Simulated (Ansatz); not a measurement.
Ansatz (a program for electronic structure) input (HF/def2-QZVPP):
A basis named .json is the Basis Set Exchange file of that set.

Ansatz 0.2 input:
```yaml
crystal:
  periodic: [false, false, false]
  atoms:
    - {symbol: Se, position_ang: [-0.00497822, -0.00918719, 0.17570820]}
    - {symbol: Cl, position_ang: [1.57845378, 1.84451912, -0.03516462]}
    - {symbol: Cl, position_ang: [-1.56849733, -1.82614473, -0.31625177]}
basis:
  gaussian:
    orbitals: def2-QZVPP.json
hamiltonian:
  xc: hf
total_charge: -1
magnetization: {spin_polarized: true, initial_magnetization: 1}
```

End of the output:

```
integrals: 0.17 GiB planned
1494 factors; their error is unknown
mean field: 1.41 GiB planned
mean field evaluation 1: about -90312.8389 eV, gradient 1.3e1 eV
mean field evaluation 2: about -90313.7242 eV, gradient 7.9e0 eV
mean field evaluation 4: about -90313.9979 eV, gradient 9.3e-1 eV
mean field evaluation 8: about -90314.0174 eV, gradient 1.1e-1 eV
mean field evaluation 16: about -90314.9645 eV, gradient 2.3e-5 eV
mean field evaluation 32: about -90314.5586 eV, gradient 5.6e0 eV
mean field evaluation 64: about -90314.8370 eV, gradient 7.5e-1 eV
mean field -90314.96448781 eV, -3319.0137272455 hartree, gradient 9.7e-6 eV, S^2 0.763289; 3 other end points of the search recorded, 0 dependent functions left out
reference -90314.96448781 eV, -3319.0137272455 hartree; 35, 34 occupied and 194, 195 virtual orbitals, 1494 factors
Total energy: -90314.96448781 eV, -3319.0137272455 hartree
```
